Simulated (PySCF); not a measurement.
PySCF input file for sulfur difluoride (F₂S), SMILES FSF, r2SCAN-D4/def2-TZVP. Coordinates come from a r2SCAN-D4/def2-TZVP optimisation.

```python
import numpy as np
from pyscf import gto, scf, dft, df
from pyscf.hessian import thermo

mol = gto.M(
    atom='''
    F     0.00000000   -1.21503574   -0.49102263
    S     0.00000000    0.00000000    0.55240045
    F     0.00000000    1.21503574   -0.49102263
    ''',
    basis='def2-TZVP',
    charge=0,
    spin=0,
    max_memory=1600,
    verbose=3,
)
mf = dft.RKS(mol, xc='r2scan').density_fit(auxbasis='def2-universal-jkfit')
mf.disp = 'd4'
mf.grids.level = 4
mf.conv_tol = 1e-11
mf.max_cycle = 100
mf.kernel()

# [left out here: the lines that compute and print the analytic Hessian (its translational invariance restored by hand, since the grid's response is missing), thermochemistry and intensities]
```

Log of the run:

```
converged SCF energy = -597.820064505065

WARN: MGGA Hessian is sensitive to dft grids. grids.level 4 may not be dense enough.


WARN: DFTD4 does not support analytical Hessian, using finite difference.


WARN: Mole.unit (angstrom) is changed to Bohr

Mode                                 0                   1                   2
Irrep
Freq [cm^-1]                      344.7969            806.3665            834.1090
Reduced mass [au]                  20.4388             22.7583             22.3640
Force const [Dyne/A]                1.4316              8.7188              9.1674
Char temp [K]                     496.0859           1160.1819           1200.0971
Normal mode                   x     y     z       x     y     z       x     y     z
       0   F                 0.00  0.13 -0.06   -0.00 -0.09 -0.08   -0.00 -0.09 -0.09
       1   S                 0.00 -0.00  0.07    0.00  0.11 -0.00    0.00  0.00  0.11
       2   F                -0.00 -0.13 -0.06    0.00 -0.09  0.08    0.00  0.09 -0.09
temperature 298.1500 [K]
pressure 101325.00 [Pa]
Rotational constants [GHz] 26.69538 9.00932 6.73601
Symmetry number 2
Zero-point energy (ZPE) 0.00452 [Eh]   11874.566 [J/mol]
                           tot       elec      trans        rot        vib
Entropy [J/mol/K]       258.001      0.000    161.742     89.676      6.583
Cv [J/mol/K]             36.752      0.000     12.472     12.472     11.809
Cp [J/mol/K]             45.066      0.000     20.786     12.472     11.809
Internal energy [J/mol]                      3718.434   3718.434  13220.868
Internal energy [Eh]   -597.81220  -597.82006
Enthalpy [J/mol]                             6197.391   3718.434  13220.868
Enthalpy [Eh]          -597.81125
Gibbs free energy [J/mol]                  -42025.943 -23018.525  11258.206
Gibbs free energy [Eh] -597.84055
static polarisability / bohr^3: [[14.002 -0.     0.   ]
 [ 0.    22.642  0.   ]
 [ 0.    -0.    19.367]]
largest difference of analytic and finite-field dipole derivatives / e: 0.00018090379614754681
mode   freq/cm-1   IR/(km/mol)   Raman/(A^4/amu)   depolarisation
   1      344.80         3.527             1.757            0.662
   2      806.37       146.225             5.811            0.750
   3      834.11        73.088             8.946            0.156
max |gradient| / (hartree/bohr): 0.0003146182442996088
APT charges: [-0.4555  0.9087 -0.4555]
```

Self-consistency was reached.

Cost: roughly 120 core-seconds.
